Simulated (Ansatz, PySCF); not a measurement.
Species: CH5O2Si, net charge 0, doublet state. SMILES: C[Si](O)O
Structure (B3LYP-D3(BJ)/def2-TZVP (Ansatz, an electronic-structure program) minimum search):
```
Si
O 1 1.6522
H 2 0.9615 1 117.29
O 1 1.6641 2 106.46 3 -45.49
H 4 0.9607 1 117.47 2 156.43
C 1 1.8762 2 105.10 3 -164.74
H 6 1.0906 1 111.13 2 179.36
H 6 1.0906 7 108.62 1 -121.87
H 6 1.0937 7 108.86 8 -118.31
```
Charge 0, spin multiplicity 2.

Wanted: enthalpy of formation at 298 K, in kcal/mol. Set-up: open shells spin-unrestricted; non-relativistic; 6-31G* and kin with 6d, 5d where marked; dispersion terms only where a functional's name holds one; no spin-orbit coupling; frozen cores in correlated levels; LANL2DZ with its own core potentials from Na on. Basis-set limits of correlation are two-point, X^-3; Hartree-Fock from the larger set. First-principles rows: single points at B3LYP-D3(BJ) geometries (Ansatz), with unscaled harmonic terms from B3LYP/6-31G* (Ansatz) at its own minima, enthalpies of formation by atomisation with measured atoms.

Coupled cluster (Ansatz) is a level with limits of its own, used here on species with T1 under 0.025 (0.045 for open shells) and stable references: CCSD(T)/CBS(aug-cc-pV(T+d)Z,aug-cc-pV(Q+d)Z).

Value to compare with, CCSD(T)/CBS(aug-cc-pV(T+d)Z,aug-cc-pV(Q+d)Z) (Ansatz): -126.4 kcal/mol.

```tsv
level	program	enthalpy of formation at 298 K (kcal/mol)	difference
HF/LANL2DZ	Ansatz	184.1	310.5
SVWN5/6-31G*	Ansatz	-223.5	-97.1
B3LYP/LANL2DZ	Ansatz	-53.4	73.0
B3LYP/6-31G*	Ansatz	-94.8	31.6
MP2/STO-3G	Ansatz	-11.5	114.9
MP2/LANL2DZ	Ansatz	31.9	158.3
B3PW91/6-31G* (5d)	PySCF	-95.0	31.4
r2SCAN-D4/def2-TZVPD	Ansatz + dftd4	-126.2	0.2
```

Among the 7 habitual levels, HF/LANL2DZ lies farthest from CCSD(T)/CBS(aug-cc-pV(T+d)Z,aug-cc-pV(Q+d)Z) (Ansatz) (310.5 kcal/mol); 6 of 7 lie above it, and their mean absolute difference is 116.7 kcal/mol, the median 97.1. One case shows no general order.

The levels are drawn from those run, B3LYP/6-31G* more often than the rest, none by its result; left out are runs that failed, that the program found above a lower state of the same kind, or whose <S^2> lies over 0.5 above the pure value.
